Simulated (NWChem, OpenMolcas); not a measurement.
## How basis sets differ on C2H2FSi (SMILES C#C[SiH]F)

C2H2FSi has 6 atoms, charge 0, and is taken as a doublet. As SMILES, `C#C[SiH]F`. The shape is that of a PBE0-D4/def2-TZVP optimisation.

Quantity: the dipole moment, in D. The values are calculated.

| level | kind | program | value (D) | CPU time |
| --- | --- | --- | --- | --- |
| ROHF/ANO-R0 (sfX2C) | Hartree–Fock | OpenMolcas | 1.56 | 5.8 s |
| UHF/STO-3G | Hartree–Fock | NWChem | 1.38 | 5.7 s |
| UHF/3-21G | Hartree–Fock | NWChem | 2.42 | 8.5 s |
| ROHF/cc-pVDZ-DK (DKH2, RICD fitting) | Hartree–Fock | OpenMolcas | 2.10 | 7 s |
| UHF/def2-SVPD | Hartree–Fock | NWChem | 1.99 | 38 s |

The values span 1.38 to 2.42 D. Spin contamination of the reference (⟨S²⟩ at least 0.1 too high) touches UHF/STO-3G, UHF/3-21G. Magnitudes only. Sets without polarisation functions give poor dipoles. Times are those of the runs behind each value, whatever else they computed, on shared processors of several kinds: orders of magnitude only.
